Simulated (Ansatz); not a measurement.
Isolated molecules relaxed with PBE0-D4/def2-TZVP in Ansatz; ΔE leaves out vibrations. CCSD(T)/CBS adds triple-zeta CCSD(T) − MP2 to the extrapolated MP2 energy (def2 sets, frozen cores). This one scheme is used for every species. Functionals use def2-TZVPP. For Se outer-core shells are correlated without core-valence functions, which leaves a few kJ/mol of doubt a bond. Scalar relativity is left out up to krypton. Each species was taken in one conformer, which may not be the lowest.

`[SiH3]N[SiH2][SeH]` + HCl → `Cl[SiH2][SeH]` + `N[SiH3]`  (ligand exchange at the Si–N bond)

```csv
level,ΔE (kJ/mol),difference from CCSD(T)/CBS
PBE-D4,-27.8,-3.8
r2SCAN-D4,-28.1,-4.1
PBE,-33.4,-9.4
r2SCAN,-29.9,-5.9
PBE0,-32.8,-8.8
SCS-MP2/def2-TZVPP,-23.1,0.9
CCSD/def2-TZVPP,-21.4,2.6
CCSD(T)/def2-TZVPP,-20.2,3.8
SCS-MP2/def2-QZVPP,-25.1,-1.1
HF/CBS(def2),-31.6,-7.6
CCSD(T)/CBS,-24.0,0
```

Largest T1 diagnostic among the species: 0.010.

In def2-TZVPP, CCSD(T) changes the Hartree–Fock value by +12.0 kJ/mol (the triples alone add +1.2 kJ/mol) and MP2 by +9.4 kJ/mol. The D4 term adds +8.8 kJ/mol with B3LYP and +5.2 kJ/mol with PBE0; it sums over pairs of atoms, weighted by their polarisabilities, and B3LYP, whose exchange is more repulsive, gets the larger term.

B3LYP here is the variant with VWN-RPA as its local correlation; programs differ in this.
